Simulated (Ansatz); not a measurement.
Species: C₅H₁₀O, net charge 0, singlet state. 
Structure (B3LYP-D3(BJ)/def2-TZVP (Ansatz, a program for electronic structure) minimum search):
```
C
H 1 1.0931
H 1 1.0931 2 105.69
C 1 1.5212 2 109.16 3 117.29
H 4 1.0983 1 111.42 2 64.30
H 4 1.0983 5 104.53 1 -120.46
C 4 1.5036 5 106.87 6 -113.07
O 7 1.2038 4 125.09 5 -124.27
H 7 1.1118 8 120.25 4 180.00
C 1 1.5266 2 109.86 3 -118.47
H 10 1.0952 1 109.35 2 -64.19
H 10 1.0952 11 106.08 1 117.82
C 10 1.5257 11 109.53 12 118.12
H 13 1.0914 10 111.47 11 -57.97
H 13 1.0925 14 107.81 10 122.09
H 13 1.0925 14 107.81 15 115.82
```
Charge 0, spin multiplicity 1.

Dipole moments at this geometry, in debye (magnitudes).

```csv
level,program,dipole (D)
SVWN5/def2-TZVPD,Ansatz,2.75
revPBE/def2-TZVPD,Ansatz,2.63
r2SCAN/def2-TZVPD,Ansatz,2.74
B97M-V/def2-TZVPD,Ansatz,2.68
B3LYP/def2-TZVPD,Ansatz,2.78
BHLYP/def2-TZVPD,Ansatz,2.92
r2SCAN0/def2-TZVPD,Ansatz,2.83
HSE06/def2-TZVPD,Ansatz,___
CAM-B3LYP/def2-TZVPD,Ansatz,2.84
LC-wPBE/def2-TZVPD,Ansatz,2.84
wB97M-V/def2-TZVPD,Ansatz,2.77
wB97X-V/def2-TZVPD,Ansatz,2.81
CCSD(T)/aug-cc-pVDZ,Ansatz,___
```

What belongs in the gaps?


- HSE06/def2-TZVPD, dipole (D): 2.77
- CCSD(T)/aug-cc-pVDZ, dipole (D): 2.62
